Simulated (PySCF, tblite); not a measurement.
Species: C₆H₁₃FO₂.
Numbering: `[CH3:1][O:2][C@@H:3]([CH3:4])[C@:5]([CH3:6])([F:7])[O:8][CH3:9]` (hydrogens: H10, H11, H12 on C1; H13 on C3; H14, H15, H16 on C4; H17, H18, H19 on C6; H20, H21, H22 on C9)

Jobs on this species (22 atoms, 74 electrons) with PySCF (density fitting) and tblite. Hardware of each: one thread, Arm Neoverse N1 (aarch64), on a shared host. The host was shared with other jobs, so the times are rough.

| level and settings | work | basis functions | SCF cycles | wall time |
| --- | --- | --- | --- | --- |
| GFN2-xTB | Hessian by finite differences | – | – | ? |
| PBE0/pcSseg-1 | shieldings, charges and field gradients | 218 | 14 | 78 s |
| GFN2-xTB | L-BFGS relaxation | – | – | 1.7 s |

Question: Fill in the missing figures.

Answer: 
- GFN2-xTB; Hessian by finite differences: 1.4 s

Question: What do all jobs in the table cost together?

Answer: About 81 s; the longest takes about 96 % of that, and about 56 times as long as the shortest.
